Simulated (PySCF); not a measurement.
Correlation energy of S¹²⁺ (sulfur, charge +12)

[He] 2s2, closed-shell 1S. Computed with PySCF 2.14 in an even-tempered Gaussian basis (17 s from 1.8 bohr⁻², ratio 2.2; 9 p from 2.9 bohr⁻², ratio 2.4; 6 d from 8.8 bohr⁻², ratio 2.4; 5 f from 13 bohr⁻², ratio 2.4; 4 g from 20 bohr⁻², ratio 2.4), with the non-relativistic Hamiltonian (point nucleus). Frozen: nothing; 4 electrons correlated; the 11 highest virtual orbitals of each spin left out.

MP2 pair energies summed by pair of shells (mhartree):

| pair | energy | share (%) |
| --- | --- | --- |
| 2s-2s | -111.40 | 66.9 |
| 1s-1s | -41.03 | 24.6 |
| 1s-2s | -14.07 | 8.5 |

Total MP2 correlation energy: -166.51 mhartree.

Same-spin part -3.55 and opposite-spin part -162.96 mhartree; SCS-MP2 scales them by 1/3 and 6/5 to -196.74 mhartree.

MP2 falls well short for the outer s pair, which is nearly degenerate with np².
